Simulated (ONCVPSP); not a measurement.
# oxygen: excitation energies, all-electron against ONCV

O, optimised norm-conserving Vanderbilt (ONCV), made with ONCVPSP 4.0.1 (LDA (Perdew-Wang 92), scalar-relativistic). Core [He], reference 2s2 2p4. Waves: 2s: rc 0.80 bohr, ncon 4, nbas 7, qcut 9.9 1/bohr, 2 projectors, debl 3.4 Ha; 2p: rc 1.65 bohr, ncon 4, nbas 8, qcut 6.7 1/bohr, 1 projector; d scattering state at 0.14 Ha: rc 1.40 bohr, ncon 3, nbas 7, qcut 7.5 1/bohr, 2 projectors, debl 3 Ha. Local part: polynomial inside 0.60 bohr (lpopt 5, dvloc0 -1 Ha). Core correction: Teter function, fcfact 5.5, rcfact 1.25.

Energies are relative to the spin-unpolarised reference configuration 2s2 2p4; without spin polarisation the order of configurations can differ from experiment.

Problem. Give the all-electron excitation energy and the error of the potential for: 2s2 2p3; 2s2 2p2; 2s2 2p1; 2s2 2p0.

Solution.

```json
{"valence configuration": "2s2 2p3", "charge": "+1", "ΔE all-electron (eV)": "16.585", "error AE − PS (meV)": "+46"}
{"valence configuration": "2s2 2p2", "charge": "+2", "ΔE all-electron (eV)": "50.297", "error AE − PS (meV)": "+422"}
{"valence configuration": "2s2 2p1", "charge": "+3", "ΔE all-electron (eV)": "104.268", "error AE − PS (meV)": "+1712"}
{"valence configuration": "2s2 2p0", "charge": "+4", "ΔE all-electron (eV)": "181.232", "error AE − PS (meV)": "+4762"}
```
